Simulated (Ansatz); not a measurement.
Compare A (`CC(C)=CC(C)(C)C`) with its isomer B (`C[C@@H]1CCCC[C@H]1C`).

Program: Ansatz. Geometries: PBE0-D4/def2-TZVP. ΔE: electronic, gas phase. CBS: MP2 limit from def2 TZ/QZ plus the TZ coupled-cluster correction, frozen cores. Functionals use def2-TZVPP. B3LYP here is the variant with VWN-RPA as its local correlation; programs differ in this.

Question: Which is lower in electronic energy at CCSD(T)/CBS, and by how much? (Best estimate.)

Answer: Computed: B, by 17.7 kcal/mol.

Question: Give E(B) − E(A) in kcal/mol with CCSD/def2-TZVPP, PBE-D4, MP2/def2-TZVPP, CCSD(T)/def2-TZVPP, PBE0-D4, B3LYP-D4, r2SCAN-D4. (Estimate.)

Answer: The calculation gave: CCSD/def2-TZVPP -18.4, PBE-D4 -16.9, MP2/def2-TZVPP -18.8, CCSD(T)/def2-TZVPP -17.6, PBE0-D4 -20.3, B3LYP-D4 -14.7, r2SCAN-D4 -17.2. None reverses the order clearly.

Largest T1 diagnostic: 0.009.

From PBE to PBE0 (25 % exact exchange), in def2-TZVPP and without D4, E(B) − E(A) moves by −3.6 kcal/mol. The D4 term adds −1.7 kcal/mol with B3LYP and −0.9 kcal/mol with PBE0; it sums over pairs of atoms, weighted by their polarisabilities, and B3LYP, whose exchange is more repulsive, gets the larger term.
